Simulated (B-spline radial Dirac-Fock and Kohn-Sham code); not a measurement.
## Two-hole binding energies of Tm³⁺

System: thulium as Tm³⁺ in the configuration [Xe] 4f12.

These are calculated numbers from a radial B-spline solver; the model is ΔSCF Dirac-Fock with Breit, self-energy and vacuum polarisation, finite nucleus, configuration average. U is the two-hole binding energy less the two single-hole energies, the effective repulsion of the holes after relaxation. Each two-hole energy is an average over J within one jj subconfiguration.

```tsv
holes	E(a) (eV)	E(b) (eV)	E(ab) (eV)	U (eV)
1s⁻¹ 3p1/2⁻¹	59423.1	2129.8	61659.7	106.9
1s⁻¹ 3d5/2⁻¹	59423.1	1506.7	61016.1	86.4
2s⁻²	10159.1	10159.1	?	?
2p3/2⁻²	8685.2	8685.2	17583.0	212.7
2s⁻¹ 3p1/2⁻¹	10159.1	2129.8	12371.1	82.2
2s⁻¹ 3p3/2⁻¹	10159.1	1922.2	12157.8	76.5
2s⁻¹ 3d3/2⁻¹	10159.1	1551.0	11796.7	86.7
2s⁻¹ 3d5/2⁻¹	10159.1	1506.7	11749.9	84.1
2p3/2⁻¹ 3p1/2⁻¹	8685.2	2129.8	10899.6	84.7
3p1/2⁻²	2129.8	2129.8	4322.0	62.5
3p3/2⁻²	1922.2	1922.2	3898.6	54.1
4d3/2⁻²	228.6	228.6	482.5	25.3
5p1/2⁻²	66.40	66.40	149.1	16.3
5p1/2⁻¹ 5p3/2⁻¹	66.40	60.09	141.4	14.9
```

Question: Give the missing two-hole energy and U.

Answer: E(ab) = 20516.3 eV and U = 198.2 eV.
